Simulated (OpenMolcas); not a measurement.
Computed transition rates of Kr V

* Program: OpenMolcas
* Method: MS-CASPT2, IPEA 0.25 Eh, imaginary shift 0.1 Eh (closed shells correlated: 3d)
* Basis: ANO-RCC-VTZP [6s5p3d1f]
* Scalar Hamiltonian: DKH2, point nucleus
* Active space: 4 electrons in 8 orbitals (4s 4p 5s 5p)
* State averaging: 2S+1 = 3 even, 3 roots; 2S+1 = 1 even, 11 roots; 2S+1 = 5 odd, 1 root; 2S+1 = 3 odd, 9 roots; 2S+1 = 1 odd, 8 roots
* Spin-orbit coupling: RASSI with atomic mean-field integrals over the reference wave functions, term energies averaged over their components

Rates come from the transition moments of the reference wave functions (E1 and E2 in the length form). At fixed line strength A goes as λ^-3 for E1 and M1 and as λ^-5 for E2, so a rate at the computed wavelength can be rescaled to the measured one. Measured vacuum wavelengths follow from level energies in Saloman, J. Phys. Chem. Ref. Data 36, 215 (2007). Branching counts decays inside the model space alone, at computed energies, and the table is only a selection of the E2 and M1 lines, drawn from those between levels with measured partners whose computed energy lies within a factor of 1.5 of the measured one.

```csv
Upper,Lower,Type,λ computed (nm),λ measured (nm),A computed (s-1),A rescaled (s-1),Branching %
4s² 4p² ¹S₀,4s² 4p² ³P₁,M1,282.1,282,6.60e+01,,92.3
4s² 4p² ¹D₂,4s² 4p² ³P₂,M1,789.1,824.6,5.03e+00,,56.7
4s² 4p² ¹S₀,4s² 4p² ¹D₂,E2,521.8,513.3,3.92e+00,4.26e+00,5.5
4s² 4p² ¹D₂,4s² 4p² ³P₁,M1,613.9,625.8,3.81e+00,,42.9
4s² 4p² ¹S₀,4s² 4p² ³P₂,E2,314.1,316.4,1.58e+00,,2.2
4s² 4p² ³P₁,4s² 4p² ³P₀,M1,3049,2672,6.20e-01,9.21e-01,100.0
4s² 4p² ³P₂,4s² 4p² ³P₁,M1,2765,2596,5.99e-01,7.24e-01,99.8
```

Spin-changing lines and M1 lines between different terms are not rescaled, since their strength hangs on the term gaps too.

The largest correction is for 4s² 4p² ³P₁ → 4s² 4p² ³P₀ (M1): 6.20e-01 × (3049 / 2672)^3 = 9.21e-01 s-1, a factor of 1.49.

No measured rate stands beside these. Rescaling mends the energy factor alone: line strengths can still be far off where a level mixes with configurations outside the active space, and weak or spin-changing lines hang on small mixing coefficients that depend on the term gaps too, so rescaling need not improve them.

Term energies are means over components that CASPT2 splits; among the terms shown or strongly mixed into the levels shown the widest spread is 67 cm-1 (4s² 4p² ¹D). Over all roots computed the reference weight is 0.86 to 0.99; the roots of lowest weight are the least certain, and an intruder state may touch them. Active for correlation alone: 5p 5s; no level in the range computed is led by a configuration that fills them, so any true level of that kind is missing. Measured partners are found by configuration, term and J. A level has none where our copy of the source lacks it or the pairing is in doubt (some pairs that miss far off the trend of their configuration count as doubtful). Only configurations of the active space appear.
